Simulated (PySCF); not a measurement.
C₂H₄N₂OSi, SMILES C(/N=C/O[SiH3])#N. Atoms are numbered in the order given.

```xyz
10

N     -0.4037     3.3260     0.0000
C     -0.2295     2.1593     0.0000
N     -0.1586     0.8301     0.0000
C      0.9637     0.1859     0.0000
O      0.9826    -1.1341     0.0000
Si    -0.5442    -1.9989     0.0000
H      1.9704     0.6541     0.0000
H     -1.3025    -1.6703    -1.2463
H     -1.3025    -1.6703     1.2463
H     -0.0777    -3.4191     0.0000
```
Charge 0, spin multiplicity 1.

The structure is a stationary point at PBE-D3(BJ)/def2-SVP. The structure was generated by enumeration; whether it is a known compound was not checked. The values are those of a single conformer.

Level of theory: PBE/def2-TZVP (PySCF).

Isolated molecule, no solvent.

Computed frontier levels, gap, dipole moment and polarisability:
```json
{
 "highest_occupied_level": "-7.02 eV",
 "lowest_empty_level": "-2.77 eV",
 "orbital_gap": "4.26 eV",
 "dipole_moment": "4.95 D",
 "quadrupole, principal values (traceless, Buckingham form, about the centre of nuclear charge)": "-18.17, 6.47, 11.70 D·Å",
 "mean_static_polarisability": "70.8 bohr³ (10.50 Å³)",
 "polarisability_principal_values": "46.9, 56.7, 108.9 bohr³"
}
```
